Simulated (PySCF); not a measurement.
Correlation energy of C²⁺ (carbon, charge +2)

[He] 2s1 2p1, high-spin 3P determinant (an excited configuration). Calculation: PySCF 2.14, in dyall-av2z (11s7p2d, 42 functions); no relativity, point nucleus. Frozen: 1s2; 2 electrons correlated; the 8 highest virtual orbitals of each spin left out.

With two correlated electrons CCSD is exact within the correlated space (frozen core and kept virtual orbitals).

```
level  correlation energy (mhartree)
 CCSD                          -4.40
```

Diagnostics: T1 = 0.00084, D1 = 0.0014, largest double amplitude 0.021.

Cost of the coupled-cluster step: roughly 0.16 core-seconds, for 2 correlated electrons.
